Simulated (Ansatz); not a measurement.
```yaml
crystal:
  periodic: [false, false, false]
  atoms:
    - {symbol: Co, position_ang: [0.001211, -0.000004, 0.001915]}
    - {symbol: O, position_ang: [0.092797, 0.139719, 2.080620]}
    - {symbol: H, position_ang: [-0.148860, 0.923200, 2.600172]}
    - {symbol: H, position_ang: [0.246598, -0.576272, 2.718108]}
    - {symbol: O, position_ang: [-0.092450, -0.140142, -2.078389]}
    - {symbol: H, position_ang: [0.152479, -0.922124, -2.598637]}
    - {symbol: H, position_ang: [-0.240712, 0.577579, -2.714955]}
    - {symbol: O, position_ang: [2.084547, 0.076627, 0.016707]}
    - {symbol: H, position_ang: [2.627798, 0.340221, 0.776839]}
    - {symbol: H, position_ang: [2.690398, -0.012404, -0.736441]}
    - {symbol: O, position_ang: [-2.083483, -0.077444, -0.018854]}
    - {symbol: H, position_ang: [-2.696492, 0.009590, 0.728641]}
    - {symbol: H, position_ang: [-2.619153, -0.335863, -0.785912]}
    - {symbol: O, position_ang: [-0.185719, 2.076552, -0.024139]}
    - {symbol: H, position_ang: [0.517311, 2.742438, 0.042567]}
    - {symbol: H, position_ang: [-1.002892, 2.559365, -0.227192]}
    - {symbol: O, position_ang: [0.183738, -2.077160, 0.026961]}
    - {symbol: H, position_ang: [-0.524762, -2.737574, -0.036072]}
    - {symbol: H, position_ang: [0.997646, -2.566311, 0.228064]}
basis:
  gaussian: {orbitals: def2-SVPD, nuclear_model: gaussian}
total_charge: 2
magnetization: {spin_polarized: false, initial_magnetization: 3}
hamiltonian: {xc: {name: SVWN5}}
```

```sh
$ ansatz run in.yaml --threads 4 --pin off --events-out ev --progress --plain --max-ram 9574MiB
```

Shortened log:

```
Functional definition: SVWN5
  name "SVWN5"
  cite "Dirac, Proc. Camb. Phil. Soc. 26, 376 (1930) doi:10.1017/S0305004100016108"
  cite "Slater, Phys. Rev. 81, 385 (1951) doi:10.1103/PhysRev.81.385"
  cite "Vosko, Wilk & Nusair, Can. J. Phys. 58, 1200 (1980) doi:10.1139/p80-159"
  exchange = slater_x
  correlation = vwn5_c
2263 factors; their error is unknown
mean field evaluation 1: about -49861.6581 eV, gradient 1.8e2 eV
mean field evaluation 2: about -49011.9151 eV, gradient 5.3e2 eV
mean field evaluation 4: about -49799.4196 eV, gradient 2.4e2 eV
mean field evaluation 8: about -49920.8371 eV, gradient 4.1e0 eV
mean field evaluation 16: about -49921.2204 eV, gradient 2.8e-5 eV
mean field evaluation 32: about -49919.3201 eV, gradient 1.4e1 eV
mean field evaluation 64: about -49921.1212 eV, gradient 1.5e-1 eV
mean field evaluation 96: about -49829.6630 eV, gradient 1.8e2 eV
mean field -49921.22039165 eV, -1834.5710115748 hartree, gradient 7.7e-6 eV, S^2 3.750000; 10 other end points of the search recorded, 0 dependent functions left out
reference -49921.22045958 eV, -1834.5710140711 hartree; 44, 41 occupied and 224, 227 virtual orbitals, 2263 factors
Total energy: -49921.22045958 eV, -1834.5710140711 hartree
```

Hardware: 4 threads of Intel Xeon 6975P-C on a shared host. Wall time 13 s, peak host memory 1.4 GiB.

With spin_polarized false and unpaired electrons the run is restricted open-shell.
